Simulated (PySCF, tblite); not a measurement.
One entry of a table of gas-phase calculations, keyed by method. Lists by class give the value and the number of equivalent atoms.

```json
{
 "formula": "C5H9FO2Si",
 "smiles": "CC(=O)C[SiH2]O/C=C/F",
 "inchi": "InChI=1S/C5H9FO2Si/c1-5(7)4-9-8-3-2-6/h2-3H,4,9H2,1H3/b3-2+",
 "charge": 0,
 "multiplicity": 1,
 "geometry_level": "GFN2-xTB",
 "atoms_angstrom": [
  ["C", -3.07, -0.653, -0.063],
  ["C", -2.295, 0.571, -0.481],
  ["O", -2.637, 1.69, -0.18],
  ["C", -1.049, 0.292, -1.251],
  ["Si", 0.412, 0.412, -0.039],
  ["O", 1.631, -0.111, -0.993],
  ["C", 2.935, -0.29, -0.758],
  ["C", 3.539, -0.061, 0.396],
  ["F", 4.859, -0.277, 0.532],
  ["H", -3.452, -1.161, -0.947],
  ["H", -3.904, -0.372, 0.575],
  ["H", -2.412, -1.338, 0.466],
  ["H", -1.083, -0.685, -1.727],
  ["H", -0.917, 1.058, -2.015],
  ["H", 0.64, 1.776, 0.426],
  ["H", 0.236, -0.493, 1.103],
  ["H", 3.487, -0.652, -1.616],
  ["H", 3.07, 0.299, 1.297]
 ],
 "electronic_structure_code": "PySCF",
 "results": {
  "GFN2-xTB geometry": {
   "point_group": "C1",
   "rotational_constants_GHz": [4.797, 0.449, 0.445]
  },
  "PBE0/pcSseg-1 ground state and GIAO shieldings, non-relativistic": {
   "dipole_D": 2.31,
   "homo_eV": -7.01,
   "lumo_eV": -0.56,
   "shift_vs_computed_TMS_C_by_class_ppm": [
    [208.1, 1],
    [147.7, 1],
    [141.6, 1],
    [38.0, 1],
    [33.9, 1]
   ],
   "shift_vs_computed_TMS_H_by_class_ppm": [
    [7.15, 1],
    [7.09, 1],
    [4.97, 2],
    [2.72, 2],
    [2.17, 3]
   ],
   "shielding_other_nuclei_by_class_ppm": [
    ["O", -346.6, 1],
    ["O", 274.5, 1],
    ["F", 362.9, 1],
    ["Si", 369.1, 1]
   ],
   "charges_hirshfeld_e_by_atom": [-0.12, 0.16, -0.25, -0.17, 0.42, -0.19, 0.01, 0.0, -0.09, 0.06, 0.05, 0.05, 0.05, 0.06, -0.07, -0.08, 0.06, 0.05]
  },
  "GFN2-xTB harmonic vibrations, gas phase": {
   "strongest_ir_bands_cm-1_km_per_mol_modes": [
    [779.8, 327.1, 1],
    [1197.2, 337.4, 1],
    [1206.4, 201.7, 1],
    [1236.1, 192.9, 1],
    [1756.6, 361.1, 1],
    [2229.1, 313.2, 1]
   ],
   "zpe_kcal_per_mol": 80.3
  }
 }
}
```

With B = h/(8π²I), that is 505.379 GHz u Å² over I, the principal moments of inertia are 105.4, 1124.8 and 1136.1 u Å² (most abundant isotopes); the inertial defect Ic − Ia − Ib is -94.1 u Å² (zero for a rigid planar frame, negative otherwise). In atomic units the dipole is 0.91 e·bohr (1 au = 2.5417 D).

One conformer (not necessarily the lowest) at the GFN2-xTB geometry, without solvent or vibrations. NMR classes are plain means over equivalent atoms (diastereotopic ones count apart unless rotation or inversion swaps them), as if these changed places fast; in this geometry the members of some classes differ.

Shape of the structure used: `[CH3:1][C:2](=[O:3])[CH2:4][SiH2:5][O:6]/[CH:7]=[CH:8]/[F:9]`: C1–C2–C4–Si5 -100°, C2–C4–Si5–O6 173°, C4–Si5–O6–C7 -179°, Si5–O6–C7–C8 0°.
